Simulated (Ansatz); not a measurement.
BCl₃H₂S (`[SH2+][B-](Cl)(Cl)Cl`), relaxed with RKS PBE0-D4/def2-TZVP in Ansatz from a PBE-D4/def2-SVP geometry. The force threshold is 0.005 eV/Å; the program also tests the step.

Charge 0, multiplicity 1.

Start:

```xyz
7

S    -1.001    0.007   -0.976
B     0.514   -0.409    0.618
Cl    1.529   -1.641   -0.226
Cl    1.296    1.193    0.916
Cl   -0.570   -1.016    1.928
H    -0.211    0.732   -1.822
H    -1.556    1.133   -0.439
```

**Question.** How much energy does the relaxation release, and in how many steps? (Estimate.)

**Answer.** Ansatz gave: 3.25 kJ/mol, in 7 steps, 1 of them rejected.

**Question.** Which bonds change most? (Estimate.)

**Answer.** The calculation gave: S1–B2 from 2.238 to 2.105 Å; S1–H7 from 1.365 to 1.346 Å; S1–H6 from 1.365 to 1.346 Å; B2–Cl4 from 1.807 to 1.804 Å.

**Question.** Give the relaxed structure. (Estimate.)

**Answer.** Ansatz gave: 
```xyz
7

S    -0.965   -0.003   -0.938
B     0.463   -0.383    0.562
Cl    1.506   -1.618   -0.240
Cl    1.271    1.196    0.891
Cl   -0.579   -0.998    1.901
H    -0.181    0.705   -1.773
H    -1.516    1.102   -0.402
```
